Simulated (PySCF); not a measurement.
## Polarisability and C₆ of Al⁺ (aluminium, charge +1)

[Ne] 3s2, closed-shell 1S. Computed with PySCF 2.14 in dyall-acv3z, with the spin-free X2C one-electron Hamiltonian (Gaussian nucleus). Coupled (time-dependent) response in atomic units; α is the mean over directions.

| method | mean α (bohr³) | C₆ (like pair) | S(−4) |
| --- | --- | --- | --- |
| UHF | 26.24 | 139.1 | 374.7 |
| PBE | 24.16 | 122.4 | 321.7 |
| PBE0 | 24.67 | 126.5 | 334.4 |
| PW91 | 24.03 | 121.4 | 318.9 |
| wB97X-V | 25.15 | 130.1 | 347.8 |

S(−4) is the Cauchy moment in α(ω) = α(0) + S(−4) ω² + …

α(iu) at PBE0:

```csv
u (hartree),α(iu) (bohr³)
0,24.67
0.0500,23.86
0.100,21.73
0.200,16.05
0.300,11.23
0.500,5.836
0.750,3.124
1.00,1.969
1.50,1.046
2.00,0.6877
3.00,0.3965
5.00,0.2008
```

A single London oscillator, α(iu) = α/(1 + u²/ω²), gives C₆ = (3/4) ω α². Matching the computed C₆ needs ω = 4 × 126.5 / (3 × 24.67²) = 0.277 hartree.

For an ion, C₆ is the dispersion term alone; charge-induced terms of lower order in 1/R come first.
